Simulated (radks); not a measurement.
Results of a calculation; reference values are marked as such.
Question: Valence configurations of Kr II (all share [Ar]). Code: a radial shooting solver on a logarithmic mesh with Libxc functionals. Model: scalar-relativistic Kohn-Sham, PBE, spin-polarised, spherical densities, finite nucleus; open shells are filled with parallel spins first; Fermi nuclear charge, rms radius 4.1884 fm. Order these by energy: 3d10 4s2 4p5; 3d9 4s2 4p6; 3d9.5 4s2 4p5.5; 3d10 4s1.5 4p5.5; 3d10 4s1 4p6.

Answer: From the lowest, in eV above it: 3d10 4s2 4p5 0.000; 3d10 4s1.5 4p5.5 7.219; 3d10 4s1 4p6 14.455; 3d9.5 4s2 4p5.5 38.357; 3d9 4s2 4p6 79.357. NIST lists [Ar] 3d10 4s2 4p5 as the ground configuration; this level of theory agrees among the configurations tried. The energies are those of spherical high-spin densities, not of single terms.
